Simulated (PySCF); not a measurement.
C4H4ClF, SMILES C=C(F)/C=C\Cl. Geometry optimised at PBE-D3(BJ)/def2-SVP. The structure was generated by enumeration; whether it is a known compound was not checked. One conformer was computed; it need not be the lowest.

Problem. Give the equilibrium geometry at PBE-D3(BJ)/def2-SVP (PySCF confirms it by a frequency run) as a Z-matrix, and its point group. (The exact figures need the calculation; the answer reports its results.)

Solution. One answer among several that fit: point group Cs.
```
C
C 1 1.3549
H 2 1.1003 1 120.37
H 1 1.1014 2 115.36 3 0.00
C 1 1.4546 4 114.53 2 180.00
F 5 1.3470 1 116.15 4 180.00
C 5 1.3524 6 119.26 1 180.00
H 7 1.0974 5 120.24 6 180.00
H 7 1.0982 8 119.37 5 180.00
Cl 2 1.7275 3 112.64 1 180.00
```
Charge 0, spin multiplicity 1.
